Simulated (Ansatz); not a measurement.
Computed with Ansatz on PBE0-D4/def2-TZVP structures; ΔE is electronic, products minus reactants. CBS: MP2 limit from def2 TZ/QZ plus the TZ coupled-cluster correction, frozen cores. Functionals use def2-TZVPP. B3LYP here is the variant with VWN-RPA as its local correlation; programs differ in this. For Ga, Ge outer-core shells are correlated without core-valence functions, which leaves a few kJ/mol of doubt a bond. Scalar relativity is left out up to krypton. One conformer a species, not always the lowest.

Reaction (cleavage of the Ge–Ga bond): `[GaH2][GeH3]` + `NCS` → `SC[NH][GeH3]` + `[GaH3]`

| level | ΔE (kcal/mol) | difference from CCSD(T)/CBS |
| --- | --- | --- |
| PBE-D4 | 8.5 | 1.5 |
| B3LYP-D4 | 6.7 | -0.3 |
| ωB97X-V | 6.0 | -1.0 |
| ωB97M-V | 6.7 | -0.3 |
| r2SCAN | 7.5 | 0.5 |
| PBE0 | 9.4 | 2.4 |
| B3LYP | 8.4 | 1.4 |
| MP2/def2-TZVPP | 4.9 | -2.1 |
| SCS-MP2/def2-TZVPP | 4.6 | -2.4 |
| CCSD/def2-TZVPP | 6.5 | -0.5 |
| HF/def2-QZVPP | 5.7 | -1.3 |
| MP2/def2-QZVPP | 5.3 | -1.7 |
| SCS-MP2/def2-QZVPP | 4.9 | -2.1 |
| HF/CBS(def2) | 5.7 | -1.3 |
| MP2/CBS(def2) | 5.8 | -1.2 |
| CCSD/CBS(def2) | 7.4 | 0.4 |
| CCSD(T)/CBS | 7.0 | 0 |

Largest T1 diagnostic among the species: 0.013.

The D4 term adds −1.7 kcal/mol with B3LYP and −0.9 kcal/mol with PBE0; it sums over pairs of atoms, weighted by their polarisabilities, and B3LYP, whose exchange is more repulsive, gets the larger term.
